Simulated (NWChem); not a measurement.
VSClF2; SMILES [S]=[V]([F])([F])[Cl]

Results from NWChem. B3LYP is NWChem's, with the RPA form of VWN correlation. The level has its own optimisation; frequencies are unscaled.

### Question
Estimate the computed values for B3LYP/3-21G. Quantities: r S–V (Å); r F–V (Å); r Cl–V (Å); highest harmonic frequency (cm⁻¹); lowest (cm⁻¹); zero-point energy (kcal/mol); dipole (D).

### Answer
| Item | Value |
|---|---|
| r S–V (Å) | 2.008 |
| r F–V (Å) | 1.694 |
| r Cl–V (Å) | 2.177 |
| highest harmonic frequency (cm⁻¹) | 912 |
| lowest (cm⁻¹) | 169 |
| zero-point energy (kcal/mol) | 5.5 |
| dipole (D) | 0.99 |
